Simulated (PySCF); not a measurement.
# Trend along group 14: MP cations

CCSD(T) with double-zeta basis sets in PySCF, for the lowest determinant that a PBE0 search found; no spin–orbit coupling. De refers to high-spin ground-configuration atoms (the charge goes to the atom of lower measured ionisation energy or higher electron affinity, which is not always the lowest computed limit).

```
 M       basis  reference, frozen orbitals  charged atom  state (unpaired electrons)  Re (Å)  ωe (cm⁻¹)  De (eV)
Si  x2c-SVPall                     UHF, 10           Si+              triplet (π ↑↑)   2.240        492     2.30
Ge    def2-SVP                     UHF, 14           Ge+              triplet (π ↑↑)   2.327        375     2.09
Pb    def2-SVP                      UHF, 9           Pb+              triplet (π ↑↑)   2.655        276      n/a
```

The shortest bond is that of SiP⁺ (2.240 Å), the longest that of PPb⁺ (2.655 Å).

The rows differ in basis set, which adds steps of its own.

Down a group the atoms grow and get heavier, so bonds lengthen and wavenumbers fall; this series shows no clear exception.

Correlated steps freeze the inner cores (9 to 14 orbitals); shallow outer-core shells are correlated. Correlated levels converge slowly with the basis: in double zeta they bind strong bonds too weakly, by up to about 1 eV, and carry superposition errors of some tenths. Spin–orbit coupling is left out, which matters for elements this heavy, above all for dissociation energies. For an ion De counts to the pair picked by the measured ionisation energies or electron affinities, which need not be the lowest pair at this level. States were picked by a PBE0 search and need not be the measured ground states.
